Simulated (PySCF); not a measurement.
Cartesian coordinates (Å):
```xyz
6

C      1.4704    -0.0836     0.5549
C      0.2723    -0.0156     0.2723
C     -1.0548     0.0598    -0.0406
H      2.5106    -0.1426     0.7999
H     -1.6570     0.9121     0.2753
H     -1.5414    -0.7301    -0.6132
```
Charge 0, spin multiplicity 2.

Question: Predict the highest occupied spin orbital, total energy and dipole moment from PySCF with PBE-D3(BJ)/def2-TZVP.

Answer: 
```
Quantity                              Value
-----------------------------  ------------
highest occupied spin orbital      -5.11 eV
total energy                   -115.8903 Ha
dipole moment                        0.09 D
```
